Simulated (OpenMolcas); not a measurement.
**Nd³⁺: effect of the active space**

```json
{
 "Program": "OpenMolcas",
 "Method": "SS-CASPT2 or its RAS form, IPEA 0.25 Eh, imaginary shift 0.1 Eh",
 "Basis": "ANO-RCC-VDZP",
 "Scalar Hamiltonian": "DKH2, point nucleus",
 "Spin-orbit coupling": "RASSI with atomic mean-field integrals over the reference wave functions, term energies averaged over their components"
}
```

A. 3 electrons in 7 orbitals (4f); 2S+1 = 4 odd, 35 roots; 2S+1 = 2 odd, 112 roots (105 in the spin-orbit step); closed shells correlated: 5s 5p; CASPT2 step about 50 core-seconds
B. 3 electrons in 12 orbitals (RAS2 4f; RAS3 5d, at most 1 electron); 2S+1 = 4 odd, 35 roots; 2S+1 = 2 odd, 112 roots (105 in the spin-orbit step); 2S+1 = 4 even, 105 roots (83 in the spin-orbit step); 2S+1 = 2 even, 124 roots kept (CI in the orbitals of an earlier block, 75 in the spin-orbit step); closed shells correlated: 5s 5p; CASPT2 step about 6 core-minutes

Energies in eV above 4f³ ⁴I°_9/2, the measured ground level; measured values from the list in Arab et al., J. Quant. Spectrosc. Radiat. Transfer 229, 145 (2019) and Gaigalas et al. (2019), from Wyart et al. (2007).

```json
{"Level": "4f³ ⁴I°_9/2", "A": "0.0000", "B": "0.0000", "Measured": "0.0000"}
{"Level": "4f³ ⁴I°_11/2", "A": "0.251", "B": "0.250", "Measured": "0.2352"}
{"Level": "4f³ ⁴I°_13/2", "A": "0.521", "B": "0.519", "Measured": "0.4845"}
{"Level": "4f³ ⁴I°_15/2", "A": "0.801", "B": "0.800", "Measured": "0.7425"}
{"Level": "4f³ ²H°_9/2(1)", "A": "1.706", "B": "1.761", "Measured": "1.5870"}
{"Level": "4f³ ⁴F°_3/2", "A": "1.708", "B": "1.745", "Measured": "1.4504"}
{"Level": "4f³ ⁴F°_5/2", "A": "1.846", "B": "1.883", "Measured": "1.5805"}
{"Level": "4f³ ⁴S°_3/2", "A": "1.950", "B": "1.996", "Measured": "1.7101"}
{"Level": "4f³ ⁴F°_7/2", "A": "1.969", "B": "2.008", "Measured": "1.7010"}
{"Level": "4f³ ⁴F°_9/2", "A": "2.112", "B": "2.153", "Measured": "1.8591"}
{"Level": "4f³ ²H°_11/2(1)", "A": "2.121", "B": "2.177", "Measured": "2.0038"}
{"Level": "4f³ ²G°_7/2(1)", "A": "2.423", "B": "2.484", "Measured": "2.1890"}
{"Level": "4f³ ⁴G°_5/2", "A": "2.648", "B": "2.692", "Measured": "2.1954"}
{"Level": "4f³ ²G°_9/2(1) [61 %]", "A": "2.784", "B": "2.841", "Measured": ""}
{"Level": "4f³ ²K°_13/2", "A": "2.792", "B": "2.816", "Measured": "2.4803"}
{"Level": "4f³ ⁴G°_7/2", "A": "2.842", "B": "2.887", "Measured": "2.4228"}
{"Level": "4f³ ⁴G°_9/2", "A": "3.045", "B": "3.091", "Measured": ""}
{"Level": "4f³ ²K°_15/2", "A": "3.065", "B": "3.090", "Measured": "2.7331"}
{"Level": "4f³ ⁴G°_11/2", "A": "3.220", "B": "3.264", "Measured": "2.7335"}
{"Level": "4f³ ²P°_1/2", "A": "3.280", "B": "3.355", "Measured": ""}
{"Level": "4f³ ²D°_5/2(1)", "A": "3.340", "B": "3.414", "Measured": "3.0169"}
{"Level": "4f³ ²I°_11/2", "A": "4.315", "B": "4.346", "Measured": "3.7418"}
{"Level": "4f³ ⁴D°_3/2 [74 %]", "A": "4.319", "B": "4.385", "Measured": ""}
{"Level": "4f³ ⁴D°_5/2 [73 %]", "A": "4.355", "B": "4.423", "Measured": "3.6192"}
```

Deviations, from unrounded energies. A percentage is the sum of absolute deviations over the sum of measured energies, with the sign that they share, or ± where signs differ.

| Against measurement | Levels | A | B |
| --- | --- | --- | --- |
| mean absolute deviation (cm-1) | 19 | 2300 | 2600 |
| fine structure of the ground term (%) | 3 | +7.6 | +7.3 |
| other terms of the ground configuration (%) | 16 | +14.5 | +16.5 |

A lies closest to measurement on these levels. The largest miss of A in the table is 4f³ ⁴D°_5/2 [73 %], by +5900 cm-1. The ranking rests on the paired levels alone, and a cruder setting can come out closer through cancelling errors.

Between A and B the level of the table that moves most is 4f³ ²D°_5/2(1), by 600 cm-1 (lowest in A, highest in B). Moves below CASPT2's spread within the term are not significant.

CASPT2 does not keep the components of a term degenerate, so their means are used; among the terms shown or strongly mixed into the levels shown the widest spread is 430 cm-1 (4f³ ⁴I°, A). High states are left out of the spin-orbit mixing, which shifts the levels that they would mix with. Some levels mix across a computed gap that differs much from the measured one, so their mixing is not that of the real levels. Some terms miss by over 15 % even with CASPT2, which points to a basis or an active space too small for the shells correlated. The basis is small and was not contracted for so high a charge. The CASPT2 spread within a term exceeds the gap to the next term for 4f³ ²K° and 4f³ ⁴G°, so the order of their levels is uncertain (holds for A). Each CASPT2 term energy is a mean over a sample of three components (holds for B). Computed and measured levels are paired by configuration, term and J; levels that our copy of the source lacks, or whose pairing is in doubt (as where it misses far off the trend of its configuration), stay unpaired and out of the deviations. Levels of configurations outside the active space are missing. The table leaves out levels that lie high or whose names do not pair safely across all columns.

A share in square brackets marks a mixed level and gives the weight of the term that names it, the lowest over the columns. A number in round brackets counts repeated terms of one configuration in the order of the reference energies. ° marks odd parity.
